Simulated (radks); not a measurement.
S II, 15 electrons, occupied as [Ne] 3s2 3p2.75 4f0.25 (fractional occupations, a model configuration). Method: non-relativistic Kohn-Sham, PBE, spin-unpolarised, spherical densities, point nucleus; computed with a radial shooting solver on a logarithmic mesh with Libxc functionals. Some entries of the table are withheld. Estimate them.

orbital,occ.,eigenvalue (hartree),<r> (bohr),<r^2> (bohr^2)
1s,2,-88.65128,0.09729,0.01273
2s,2,-8.26284,0.4808,0.2750
2p,6,-6.28203,0.4428,0.2450
3s,2,-1.09161,1.627,3.051
3p,2.75,-0.69316,(1),4.067
4s,0,-0.23334,(2),24.96
3d,0,-0.20138,3.138,12.37
4p,0,-0.16165,5.981,41.02
4f,0.25,-0.06310,(3),158.9

Answer. 
(1) 3p <r> (bohr): 1.861
(2) 4s <r> (bohr): 4.682
(3) 4f <r> (bohr): 12.03
